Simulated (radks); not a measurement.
Results of a calculation; reference values are marked as such.
Charge is removed step by step from the 2p down level of the bromine ion Br18+, starting from [He] 2s2 2p(up 3, down 3) 3s2 3p5. Level of theory: scalar-relativistic Kohn-Sham, r2SCAN, spin-polarised, spherical densities, finite nucleus; open shells are filled with parallel spins first; meta-GGA in the generalised Kohn-Sham scheme; Fermi nuclear charge, rms radius 4.1629 fm (a radial shooting solver on a logarithmic mesh with Libxc functionals).

| removed (e) | E - E(0) (eV) | eigenvalue (eV) | E minus straight line (eV) |
|---|---|---|---|
| 0 | 0.000 | -2227.3 | 0.000 |
| 0.1 | 223.24 | -2239.3 | -5.399 |
| 0.2 | 447.67 | -2251.3 | -9.599 |
| 0.3 | 673.31 | -2263.3 | -12.600 |
| 0.4 | 900.14 | -2275.3 | -14.400 |
| 0.5 | 1128.2 | -2287.3 | -15.001 |
| 0.6 | 1357.4 | -2299.3 | -14.401 |
| 0.7 | 1587.8 | -2311.3 | -12.601 |
| 0.8 | 1819.5 | -2323.3 | -9.600 |
| 0.9 | 2052.3 | -2335.3 | -5.400 |
| 1 | 2286.4 | -2347.3 | 0.000 |

Removing the whole electron costs 2286.4 eV by Delta-SCF, against 2227.3 eV from minus the eigenvalue at the starting occupation. Slater's transition state (half an electron removed) gives 2287.3 eV. Integrating minus the eigenvalue over the occupation (Janak's theorem) gives 2287.3 eV. In this scalar-relativistic scheme the density is built from large components alone, so the theorem holds only approximately. The mean slope of the eigenvalue, de/dn, is 120 eV per electron.
